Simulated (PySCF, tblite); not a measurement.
Isomers of C4H2F3N3. Computed with GFN2-xTB (tblite): harmonic, unscaled wavenumbers at the GFN2-xTB geometry, gas phase. The method is semi-empirical: single wavenumbers can be off by several per cent or more. One conformer each.

Electronic energies: PBE0/pcSseg-1 single points on the GFN2-xTB geometries (PySCF, gas phase).

| SMILES | electronic energy, lowest = 0 (kJ/mol) |
| --- | --- |
| FC(F)(F)c1ccnnn1 | 71.0 |
| FC(F)(F)c1cncnn1 | 0.2 |
| FC(F)(F)c1cnncn1 | 0.0 |

Question: How do GFN2-xTB zero-point energies change the relative energies?

Answer: 
| SMILES | ZPE (kJ/mol) | of it from modes above 1550 cm⁻¹ | electronic (kJ/mol) | with ZPE, lowest = 0 (kJ/mol) | lowest mode (cm⁻¹) | rings |
| --- | --- | --- | --- | --- | --- | --- |
| FC(F)(F)c1cnncn1 | 169.6 | 37.0 | 0.0 | 0.0 | 2 | 1 |
| FC(F)(F)c1cncnn1 | 169.5 | 36.8 | 0.2 | 0.1 | 3 | 1 |
| FC(F)(F)c1ccnnn1 | 168.7 | 36.9 | 71.0 | 70.1 | 11 | 1 |

The zero-point energies span 0.9 kJ/mol, from `FC(F)(F)c1ccnnn1` to `FC(F)(F)c1cnncn1`. The order is unchanged.

Question: And how do the electronic energies of GFN2-xTB itself compare?

Answer: `FC(F)(F)c1cnncn1` 0.0; `FC(F)(F)c1cncnn1` 0.2; `FC(F)(F)c1ccnnn1` 55.5 kJ/mol, lowest = 0. Against the energies above, taken from the same isomer `FC(F)(F)c1cnncn1`, the largest difference is 15.5 kJ/mol.
